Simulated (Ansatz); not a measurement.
Species: InH$_{2}$ (charge +1, singlet). 
Geometry from a B3LYP-D3(BJ)/def2-TZVP (Ansatz, a quantum-chemistry and plane-wave program) optimisation:
```xyz
3

In     0.0000     0.0000     0.0000
H      0.0000     0.0000    -1.6703
H      0.0000     0.0000     1.6703
```
Charge +1, spin multiplicity 1.

Basis-set convergence of Hartree-Fock and CCSD(T) correlation energies (hartree) with Ansatz. Correlated levels leave the core frozen unless marked. No spin-orbit coupling. The frozen core is the preceding noble-gas configuration, with the filled d and f shells of earlier blocks. In def2 rows, elements after Kr have scalar-relativistic effective core potentials.

```json
[
 {"basis": "def2-SVP", "functions": "36", "E(HF)": "-190.09027", "E(corr, CCSD(T))": "-0.06221"},
 {"basis": "def2-TZVPP", "functions": "78", "E(HF)": "-190.09819", "E(corr, CCSD(T))": "-0.07139"},
 {"basis": "def2-QZVPP", "functions": "142", "E(HF)": "-190.09970", "E(corr, CCSD(T))": "-0.07364"}
]
```

Extrapolating the two largest sets (X = 3 and 4) as X^-3: E(corr) = (64·(-0.07364) - 27·(-0.07139))/37 = -0.0753 Eh, an estimate of the basis-set limit. The largest set recovers 97.8 % of it, the smallest 82.6 %.
